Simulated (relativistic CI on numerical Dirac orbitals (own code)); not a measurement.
**Which ions of gadolinium radiate between 6.6 and 6.9 nm?**

Gadolinium is a candidate source for lithography near 6.7 nm; the window is chosen wide. Calculated with Dirac-Coulomb-Breit CI on KLI orbitals: all E1 lines from the levels of 4p⁶4dⁿ to 4dⁿ⁻¹4f, 4p⁵4dⁿ⁺¹, 4dⁿ⁻¹5p and 4dⁿ⁻¹5f, with Slater integrals scaled by 0.90 and by 0.85. Mean and σ are weighted by gf over the n = 4 arrays (4d-4f and 4p-4d); f is Σgf divided by the number of states of the lower configuration. Lines between excited configurations, which give much of the light of dense plasmas, and level populations are left out.

| Ion | n | Mean, 0.90 (nm) | σ (nm) | f, n = 4 | Mean, 0.85 | Mean, no mixing | σ, no mixing | 4d-5p mean | f in band, 0.90 | f in band, 0.85 |
| --- | --- | --- | --- | --- | --- | --- | --- | --- | --- | --- |
| Gd¹⁸⁺ | 10 | 6.70 | 0.12 | 8.97 | 6.77 | 6.69 | 0.12 | 5.61 | 8.92 | 8.81 |
| Gd¹⁹⁺ | 9 | 6.74 | 0.22 | 8.27 | 6.81 | 6.88 | 0.44 | 5.33 | 7.57 | 7.48 |
| Gd²⁰⁺ | 8 | 6.79 | 0.30 | 7.64 | 6.85 | 7.08 | 0.57 | 5.08 | 6.50 | 6.26 |
| Gd²¹⁺ | 7 | 6.84 | 0.36 | 7.07 | 6.91 | 7.26 | 0.63 | 4.84 | 5.56 | 4.10 |
| Gd²²⁺ | 6 | 6.90 | 0.42 | 6.56 | 6.97 | 7.42 | 0.65 | 4.62 | 3.95 | 2.33 |
| Gd²³⁺ | 5 | 6.97 | 0.48 | 6.10 | 7.03 | 7.54 | 0.67 | 4.42 | 2.32 | 2.05 |
| Gd²⁴⁺ | 4 | 7.04 | 0.54 | 5.68 | 7.11 | 7.63 | 0.69 | 4.24 | 2.18 | 1.88 |
| Gd²⁵⁺ | 3 | 7.12 | 0.59 | 5.31 | 7.18 | 7.65 | 0.72 | 4.07 | 2.14 | 1.82 |
| Gd²⁶⁺ | 2 | 7.19 | 0.64 | 4.98 | 7.26 | 7.62 | 0.77 | 3.91 | 2.31 | 1.34 |
| Gd²⁷⁺ | 1 | 7.27 | 0.70 | 4.68 | 7.33 | 7.51 | 0.79 | 3.76 | 2.02 | 0.59 |

**Question.** Which charge states feed the band, how sure is the ranking, and what does configuration mixing do?

**Answer.** With the scale 0.90 most strength in the band comes from Gd¹⁸⁺, Gd¹⁹⁺, Gd²⁰⁺, Gd²¹⁺, with 0.85 from Gd¹⁸⁺, Gd¹⁹⁺, Gd²⁰⁺, Gd²¹⁺. Lowering the scale by 0.05 moves the n = 4 arrays by 0.07 nm on average, against a band of 0.30 nm, so Gd¹⁸⁺, Gd¹⁹⁺, Gd²⁰⁺, Gd²¹⁺ lead at both scales, while the rest of the ranking is uncertain. For Gd²³⁺, near the middle of the shell, mixing moves the mean from 7.54 to 6.97 nm and σ from 0.67 to 0.48 nm: the 4d-4f and 4p-4d excitations share their strength, which collects at the high-energy end. The means drift steadily with the charge, from 6.70 to 7.27 nm, so the charge balance of the plasma sets the colour.
